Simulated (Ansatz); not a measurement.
Several settings on one geometry of Cu₂H⁺ (that of the charge 1 singlet, PBE-D4/def2-TZVP). Ansatz on 4 threads of Arm Neoverse N1 on a shared host; times are rough.

Cartesian coordinates in Å:
```
Cu -1.243 -0.111 0.126
Cu 1.055 -0.367 -0.571
H 0.188 0.478 0.445
```

Totals from different functionals, basis sets or treatments of relativity can't be compared as stabilities.

The 6-31G sets use Cartesian d functions. Correlated methods freeze 10 core orbitals.

The spins typed aren't always the lowest for that charge.

Q: Give the basis size and estimate the energy, ⟨S²⟩ and time of these runs.

```csv
run,method,charge,state,further keys
1,"UHF, rpa/def2-SVPD",2,doublet,scf: {omitted_lower_state_checks: [starts]}
2,UKS PBEsol-D3(BJ)-ATM/def2-mTZVP,0,doublet,–
3,ROKS r2SCAN0-D3(BJ)/6-31G,1,triplet,–
```

A: 
```tsv
run	functions	energy (Eh)	⟨S²⟩	wall time
1	76	-3277.9247	0.76	1.9 s
2	69	-3278.4580	0.76	2.8 s
3	60	-3280.5080	–	48 s
```
